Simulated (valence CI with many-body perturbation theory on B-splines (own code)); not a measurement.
## Missing levels of Hf LIX

Method: valence CI with perturbative core correlation (CI+MBPT): four valence electrons over a frozen Dirac-Fock core [Ne], radial functions for each j: 11 s, 11 p, 10 d, 8 f, 5 g, 2 h, with the one-electron correlation potential Σ1, the two-electron term Σ2, the three-electron term Σ3, Breit, model QED; selected CI, second order for the rest, scaled by the run's own slope (own B-spline code, finite nucleus).

No measured spectrum was set against this ion. As an estimate, large intervals hold to a few tenths of a per cent, small ones and those within an open d or f shell to about a per cent. Among the levels kept, up to 560 cm⁻¹ of a level comes from second order outside the variational space, and about a tenth of that is noise between levels of different J, which matters for small intervals.

| Level | E (eV) |
| --- | --- |
| (3s^2 3p1/2^2) J=0 | 0.00 |
| (3s^2 3p1/2 3p3/2) J=1 | ? |
| (3s^2 3p1/2 3p3/2) J=2 | 313.20 |
| (3s 3p1/2^2 3p3/2) J=2 | 465.42 |
| (3s 3p1/2^2 3p3/2) J=1 | 492.43 |
| (3s^2 3p1/2 3d3/2) J=2 | 516.86 |
| (3s^2 3p1/2 3d3/2) J=1 | 558.70 |
| (3s^2 3p1/2 3d5/2) J=2 | ? |
| (3s^2 3p1/2 3d5/2) J=3 | ? |
| (3s^2 3p3/2^2) J=2 | 624.17 |
| (3s^2 3p3/2^2) J=0 | 643.91 |
| (3s 3p1/2^2 3d3/2) J=1 | 682.11 |
| (3s 3p1/2^2 3d3/2) J=2 | 689.14 |
| (3s 3p1/2 3p3/2^2) J=2 [a] | ? |
| (3s 3p1/2^2 3d5/2) J=3 | ? |
| (3s 3p1/2 3p3/2^2) J=3 | 779.45 |
| (3s 3p1/2^2 3d5/2) J=2 | 780.89 |
| (3s 3p1/2 3p3/2^2) J=0 | 790.82 |
| (3s 3p1/2 3p3/2^2) J=1 [a] | ? |
| (3s 3p1/2 3p3/2^2) J=2 [b] | 805.17 |

Levels are named by their leading jj configuration (3d3/2^4 stands for four electrons in 3d with j = 3/2), which in mixed levels can hold well under half, so a name can repeat and another be missing. Letters in brackets count levels of one name in rising energy.

(1) The levels stand in rising order. What does the calculation give for the missing energies?

## Answers

(1) (3s^2 3p1/2 3p3/2) J=1 304.15; (3s^2 3p1/2 3d5/2) J=2 606.93; (3s^2 3p1/2 3d5/2) J=3 607.93; (3s 3p1/2 3p3/2^2) J=2 [a] 761.88; (3s 3p1/2^2 3d5/2) J=3 767.41; (3s 3p1/2 3p3/2^2) J=1 [a] 804.94.
